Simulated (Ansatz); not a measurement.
System: CF, charge 0, doublet. CF (SMILES [C]F, doublet).
B3LYP-D3(BJ)/def2-TZVP minimum from Ansatz (a first-principles code):
```xyz
2

C      0.0000     0.0000    -0.7653
F      0.0000     0.0000     0.5102
```
Charge 0, spin multiplicity 2.

Total energies in hartree (Ansatz). UHF or UKS for unpaired electrons; spin-orbit terms are left out. Correlated methods leave the cores frozen. No relativity.

| species | HF/cc-pVTZ | CCSD(T)/cc-pVTZ | HF/cc-pVQZ | CCSD(T)/cc-pVQZ | CCSDT(Q)/cc-pVQZ |
|---|---|---|---|---|---|
| 1: CF (SMILES [C]F, doublet) | -137.22480 | -137.60455 | -137.23554 | -137.64449 | -137.64562 |
| 2: C (triplet) | -37.69157 | -37.78076 | -37.69331 | -37.78654 | -37.78704 |
| 3: F (doublet) | -99.40552 | -99.62036 | -99.41377 | -99.65026 | -99.65054 |

**Question.** Work out the atomisation energy (electronic, to ground-state atoms) in kcal/mol: take Hartree-Fock from cc-pVQZ, extrapolate the CCSD(T) correlation energy as X^-3 (X = 3, 4), and add CCSDT(Q) - CCSD(T) in cc-pVQZ. 1 hartree = 627.51 kcal/mol.

**Answer.** 
Species 1: correlation (64·(-0.40895) - 27·(-0.37975))/37 = -0.43026; step -0.00113; E1 = -137.23554 + (-0.43026) + (-0.00113) = -137.66693
Species 2: correlation (64·(-0.09323) - 27·(-0.08919))/37 = -0.09618; step -0.00050; E2 = -37.69331 + (-0.09618) + (-0.00050) = -37.78999
Species 3: correlation (64·(-0.23649) - 27·(-0.21484))/37 = -0.25229; step -0.00028; E3 = -99.41377 + (-0.25229) + (-0.00028) = -99.66634
-1·E1 +1·E2 +1·E3 = 0.21060 hartree = 132.2 kcal/mol.
